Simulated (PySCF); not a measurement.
**Shapes and spin states of ZrBr2**

These are results of B3LYP/[Zr def2-TZVP with ECP28, Br def2-TZVP], scalar-relativistic core potentials, density fitting, no spin–orbit coupling, PySCF, not measurements.

Relaxations began from a few typed shapes and spin states; open shells are unrestricted. The search is not exhaustive: other isomers or separated fragments can lie lower, and high-lying points may rest on an excited occupation.

Question: Which is the lowest minimum found?
A. singlet (closed shell, unstable to spin polarisation) C2v: Zr–Br 2.474 Å (×2); Br–Zr–Br 136.9°
B. triplet C2v: Zr–Br 2.526 Å (×2); Br–Zr–Br 154.8°
C. singlet D∞h: Zr–Br 2.489 Å (×2); Br–Zr–Br 180.0°

Answer: B. The others lie at 56.5 (singlet C2v), 62.3 (singlet D∞h, a saddle point) kJ/mol above it.

Formally Zr is in oxidation state +2, d2, with 2 unpaired electrons (the high-spin count). The Mulliken spin on Zr is 2.07. The polar-tensor charge on Zr, 1.14, is far below the formal one.

For the lowest minimum: open d and f shells are described by one determinant, and the ground state may have another occupation or spin.
